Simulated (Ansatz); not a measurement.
`N=C(S)[SiH2]O` + `N=CF` → `O[SiH2]/N=C/F` + `N=CS`  (ligand exchange at the Si–C bond)

Isolated molecules relaxed with PBE0-D4/def2-TZVP in Ansatz; ΔE leaves out vibrations. CBS: MP2 limit from def2 TZ/QZ plus the TZ coupled-cluster correction, frozen cores. This one scheme is used for every species. Each species was taken in one conformer, which may not be the lowest.

| species | SCS-MP2/def2-TZVPP energy (Eh) |
| --- | --- |
| `N=C(S)[SiH2]O` | -857.57589 |
| `N=CF` | -193.58102 |
| `O[SiH2]/N=C/F` | -559.02109 |
| `N=CS` | -492.15920 |

Problem. Work out ΔE.

Solution. ΔE = (-559.02109) + (-492.15920) − (-857.57589) − (-193.58102) = -0.02338 Eh = -14.7 kcal/mol. CCSD(T)/CBS gives -13.1 kcal/mol.

Largest T1 diagnostic among the species: 0.014.

The D4 term adds +1.5 kcal/mol with B3LYP and +0.8 kcal/mol with PBE0; it sums over pairs of atoms, weighted by their polarisabilities, and B3LYP, whose exchange is more repulsive, gets the larger term. From PBE to PBE0 (25 % exact exchange), in def2-TZVPP and without D4, ΔE moves by −1.1 kcal/mol. In def2-TZVPP, CCSD(T) changes the Hartree–Fock value by +5.0 kcal/mol (the triples alone add +0.8 kcal/mol) and MP2 by +4.1 kcal/mol.

B3LYP here is the variant with VWN-RPA as its local correlation; programs differ in this.
